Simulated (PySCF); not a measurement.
Geometries of 2 isomers of C2H9BiSi, from PySCF 2.14.0, PBE0-D3(BJ)/def2-SVP geometry optimisation, gas phase, def2 core potentials past Kr. One conformer each, no zero-point energy, no frequencies.

Question: Which isomer lies lower at this level?
A.
```xyz
13
angstrom
Bi     0.133    0.210    1.401
C      1.970    0.112    0.049
H      1.657    0.021   -0.999
H      2.587   -0.752    0.332
H      2.550    1.036    0.186
C     -0.911    1.737    0.062
H     -1.987    1.741    0.284
H     -0.748    1.478   -0.993
H     -0.491    2.730    0.271
Si    -1.018   -1.784    0.059
H     -0.416   -3.108    0.415
H     -0.842   -1.572   -1.415
H     -2.485   -1.851    0.349
```
B.
```xyz
13
angstrom
C      2.135   -0.205    0.564
Bi     0.661    1.499    0.861
C     -0.825    0.639   -0.662
Si    -1.786   -0.819    0.007
H      1.790   -1.074    1.141
H      3.125    0.106    0.926
H      2.192   -0.463   -0.501
H      1.462    2.502   -0.405
H     -1.504    1.461   -0.938
H     -0.243    0.360   -1.554
H     -0.857   -1.920    0.415
H     -2.567   -0.412    1.219
H     -2.749   -1.377   -0.996
```

Answer: A. That is `[CH3][Bi]([CH3])[SiH3]` (BiMe2(SiH3)), 9.7 kcal/mol below the other.

```json
{"SMILES": "[CH3][Bi]([CH3])[SiH3]", "atoms numbered as above": "–", "E (Eh)": "-585.37052", "relative (kcal/mol)": "0.0", "relative (kJ/mol)": "0.0", "dipole (D)": "1.05"}
{"SMILES": "[CH3][BiH][CH2][SiH3]", "atoms numbered as above": "[CH3:1][BiH:2][CH2:3][SiH3:4]", "E (Eh)": "-585.35503", "relative (kcal/mol)": "9.7", "relative (kJ/mol)": "40.7", "dipole (D)": "0.71"}
```
